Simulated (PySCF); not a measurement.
Delta-SCF ions had no search for a lower state. Excitations are Tamm–Dancoff values on a coarser integration grid. The basis has no diffuse functions, so Rydberg states are missing or too high.

# [Ga(CH3)3(H2S)] (charge 0, multiplicity 1)

Method: M06-2X/def2-TZVP // PBE0-D3(BJ)/def2-SVP in PySCF.

- HOMO = -8.23 eV
- dipole moment = 2.48 D
- HOMO–LUMO gap = 8.83 eV
- LUMO = 0.60 eV
- S1 excitation (TDA) = 6.18 eV
- S1 oscillator strength = 0.000
- T1 excitation (TDA) = 5.80 eV
- S1–T1 gap (TDA) = 0.37 eV
- vertical ionisation energy (Delta-SCF) = 9.17 eV
- charge on the central atom (Mulliken) = 0.52 e
- charge on the central atom (meta-Löwdin) = 0.63 e
- total energy = -2443.9594 Ha
- cost = about 30 core-minutes (a rough figure)

```xyz
16

Ga     0.2101     0.2192    -0.3077
C     -0.1534    -1.2903    -1.5510
H      0.0993    -0.9890    -2.5819
H     -1.2153    -1.5851    -1.5567
H      0.4539    -2.1807    -1.3215
C     -1.1230     1.6833    -0.1669
H     -2.1602     1.3158    -0.2213
H     -0.9874     2.3873    -1.0055
H     -1.0065     2.2623     0.7627
C      2.0782     0.5416     0.2818
H      2.6340    -0.3943     0.4517
H      2.1248     1.1466     1.2008
H      2.6203     1.0993    -0.5006
S     -0.5660    -1.0685     1.9511
H     -1.7089    -1.5750     1.4393
H      0.1210    -2.2059     1.7080
```
